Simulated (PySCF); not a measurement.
# MNa for M along the chalcogens

CCSD(T) with triple-zeta basis sets in PySCF, for the lowest determinant that a PBE0 search found; no spin–orbit coupling. De refers to high-spin ground-configuration atoms.

```csv
M,basis,"reference, frozen orbitals",state (unpaired electrons),Re (Å),ωe (cm⁻¹),De (eV)
O,x2c-TZVPPall,"UHF, 2",doublet (π ↑),2.045,496,2.44
S,def2-TZVPP,"UHF, 6",doublet (π ↑),2.487,331,2.41
Se,def2-TZVPP,"UHF, 10",doublet (π ↑),2.610,268,2.30
```

The shortest bond is that of NaO (2.045 Å), the longest that of NaSe (2.610 Å).

The rows differ in basis set, which adds steps of its own.

Down a group the atoms grow and get heavier, so bonds lengthen and wavenumbers fall; this series shows no clear exception.

Correlated steps freeze the inner cores (2 to 10 orbitals); shallow outer-core shells are correlated. Spin–orbit coupling is left out. States were picked by a PBE0 search and need not be the measured ground states.
